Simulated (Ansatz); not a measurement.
Relaxation of Cl$_{2}$FH$_{5}$NOSTa (12 atoms, charge 0, multiplicity 1), to a largest force component of 0.03 eV/Å in at most 50 steps.

The calculation used RKS PBE/def2-SVP in Ansatz.

```xyz
12
Properties=species:S:1:pos:R:3
Ta 0.189 0.245 0.356
O 2.145 0.554 0.490
H 2.708 -0.050 1.010
N -0.681 -0.475 1.966
H -0.780 -1.486 2.114
H -1.167 0.079 2.677
Cl -1.197 0.252 -1.524
Cl -0.420 2.374 1.150
F 0.587 -1.609 0.079
S 1.827 2.441 -2.128
H 1.996 1.388 -2.975
H 2.682 1.886 -1.191
```

Task: Where does it end, and by what steps?

Result: The run converged. After 30 steps the energy has fallen by 0.172 eV; H3 moved furthest, 1.26 Å. Joined: Ta1–S10 (3.70 → 2.96 Å).

```json
{"step": "0", "energy less start (eV)": "0.0000", "largest force component (eV/Å)": "1.078", "accepted": "yes"}
{"step": "2", "energy less start (eV)": "-0.0420", "largest force component (eV/Å)": "0.734", "accepted": "yes"}
{"step": "4", "energy less start (eV)": "-0.0927", "largest force component (eV/Å)": "0.751", "accepted": "yes"}
{"step": "6", "energy less start (eV)": "-0.1354", "largest force component (eV/Å)": "0.271", "accepted": "yes"}
{"step": "8", "energy less start (eV)": "-0.1421", "largest force component (eV/Å)": "0.073", "accepted": "yes"}
{"step": "10", "energy less start (eV)": "-0.1446", "largest force component (eV/Å)": "0.046", "accepted": "yes"}
{"step": "12", "energy less start (eV)": "-0.1475", "largest force component (eV/Å)": "0.147", "accepted": "yes"}
{"step": "14", "energy less start (eV)": "-0.1513", "largest force component (eV/Å)": "0.262", "accepted": "yes"}
{"step": "16", "energy less start (eV)": "-0.1560", "largest force component (eV/Å)": "0.228", "accepted": "yes"}
{"step": "18", "energy less start (eV)": "-0.1604", "largest force component (eV/Å)": "0.219", "accepted": "yes"}
{"step": "20", "energy less start (eV)": "-0.1659", "largest force component (eV/Å)": "0.032", "accepted": "yes"}
{"step": "22", "energy less start (eV)": "-0.1681", "largest force component (eV/Å)": "0.147", "accepted": "yes"}
{"step": "24", "energy less start (eV)": "-0.1681", "largest force component (eV/Å)": "0.227", "accepted": "no"}
{"step": "26", "energy less start (eV)": "-0.1706", "largest force component (eV/Å)": "0.106", "accepted": "yes"}
{"step": "28", "energy less start (eV)": "-0.1721", "largest force component (eV/Å)": "0.031", "accepted": "yes"}
{"step": "30", "energy less start (eV)": "-0.1723", "largest force component (eV/Å)": "0.011", "accepted": "yes"}
```

```xyz
12
Properties=species:S:1:pos:R:3
Ta 0.302 0.509 0.322
O 2.117 0.888 0.889
H 2.379 0.856 1.828
N -0.517 -0.635 1.697
H -0.523 -1.659 1.628
H -1.048 -0.297 2.504
Cl -1.337 0.945 -1.357
Cl -0.479 2.373 1.576
F 0.771 -1.147 -0.512
S 1.775 1.743 -1.936
H 1.453 0.845 -2.907
H 2.995 1.179 -1.708
```

Whether the end is a true minimum wasn't checked by a vibrational analysis.

The run took 110 s on 4 threads of Arm Neoverse V1, on a shared host, peak memory 0.25 GiB.
